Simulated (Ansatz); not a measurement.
`FBBr` + H₂S → `FBS` + HBr at 298.15 K and 1 bar (ligand exchange at a B–Br bond).

Program: Ansatz. Geometries: PBE0-D4/def2-TZVP. ΔE: electronic, gas phase. CCSD(T)/CBS is the MP2 limit (def2-TZVPP, def2-QZVPP) plus CCSD(T) − MP2 in def2-TZVPP, frozen cores. This one scheme is used for every species. For Br outer-core shells are correlated without core-valence functions, which leaves a few kJ/mol of doubt a bond. Scalar relativity is left out up to krypton. Each species was taken in one conformer, which may not be the lowest.

```csv
species,CCSD(T)/CBS energy (Eh),H − E (kJ/mol),S (J/(mol·K))
`FBBr`,-2698.59010,53.1,273.8
H₂S,-398.97279,49.9,205.7
`FBS`,-523.64132,78.3,268.1
HBr,-2573.91920,24.6,198.6
```

H − E and S are ideal-gas, rigid-rotor, harmonic terms from PBE0-D4/def2-TZVP, for one conformer and one mirror image of each species. 1 Eh = 2625.50 kJ/mol, R = 8.31446 J/(mol·K).

Q: By hand: ΔE, ΔH, ΔS and ΔG.

A: ΔE = (-523.64132) + (-2573.91920) − (-2698.59010) − (-398.97279) = 0.00237 Eh = 6.2 kJ/mol. Δ(H − E) = 78.3 + 24.6 − 53.1 − 49.9 = -0.1, so ΔH = 6.1 kJ/mol. ΔS = 268.1 + 198.6 − 273.8 − 205.7 = -12.8 J/(mol·K). ΔG = 6.1 − 298.15 × (-12.8)/1000 = 9.9 kJ/mol.

Q: By hand: the equilibrium constant, and the temperature at which ΔG would vanish if ΔH and ΔS stayed fixed.

A: log₁₀ K = −ΔG/(RT ln 10) = -1.7. ΔH and −TΔS have one sign here, so there is no such temperature.

TΔS isn't small against ΔH here. A doubt of 5 kJ/mol in ΔE shifts log₁₀ K by 0.9 here. Other conformers and mirror images would add mixing entropy, several J/(mol·K) or more a flexible species. These are equilibria of isolated gas molecules and say nothing of rates. Largest T1 diagnostic: 0.014 (customary marks: 0.02 for closed shells, 0.045 for open ones).

ΔS is within the doubt of such terms, so its sign, and with it that verdict, could turn.
